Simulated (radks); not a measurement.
The numbers below are computed, except where a source is named.
All-electron atom: Ge in [Ar] 3d10 4s2 4p1.5 5p0.5 (fractional occupations, a model configuration). Code: a radial shooting solver on a logarithmic mesh with Libxc functionals. Model: Dirac Kohn-Sham, RPBE, spin-unpolarised, spherical densities, finite nucleus; open shells fill j = l - 1/2 first; Fermi nuclear charge, rms radius 4.0742 fm.

Spin-orbit splittings of the eigenvalues, e(l+1/2) - e(l-1/2), with zeta = 2 splitting/(2l+1) and mean radii in bohr:

shell  occ.  splitting (eV)  zeta (eV)  <r> j=l-1/2  <r> j=l+1/2
2p        6           31.87      21.24       0.1812       0.1848
3p        6           4.271      2.847       0.6397       0.6504
3d       10          0.5848     0.2339       0.7325       0.7379
4p      1.5          0.2087     0.1391        2.706        2.756
4d        0       0.0003928  0.0001571        12.39        12.40
5p      0.5         0.01020   0.006798        10.91        11.01
